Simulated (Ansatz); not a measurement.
InN₃H₆⁺, that is In(NH2)3 with one electron fewer. Total charge 1; doublet. Geometry PBE-D4/def2-SVP, that of the neutral singlet; atoms count from 1.

Cartesian coordinates in Å:
```
In -0.0146 0.0094 -0.0179
N -1.1835 -1.6841 -0.2645
H -1.7087 -1.9350 0.5836
H -0.6344 -2.5160 -0.5181
N 1.4849 0.3868 -1.3979
H 2.2014 1.0340 -1.0436
H 1.9852 -0.4639 -1.6877
N -0.7888 1.5984 1.0641
H -1.2733 1.3007 1.9213
H -0.0682 2.2698 1.3606
```

In the def2 sets In takes a core potential; there is no spin–orbit coupling.

Estimate the Mulliken populations from the PBE0/def2-TZVP orbitals of Ansatz.


```tsv
atom	charge (e)	spin (α − β)
In1	0.96	-0.07
N2	-0.68	-0.06
H3	0.27	0.00
H4	0.27	0.00
N5	-0.50	0.59
H6	0.29	-0.01
H7	0.30	-0.02
N8	-0.49	0.60
H9	0.30	-0.02
H10	0.29	-0.01
```
Mulliken values depend strongly on the basis.

Where does the spin sit?

Summed by element: In -0.07, N 1.13, H -0.06, of 1 unpaired in all. Largest on single atoms: N8 0.60, N5 0.59, In1 -0.07.

And the Mayer bond orders between heavy atoms (over 0.3)?

In1–N2 1.11 (2.07 Å); In1–N5 0.82 (2.07 Å); In1–N8 0.82 (2.07 Å).
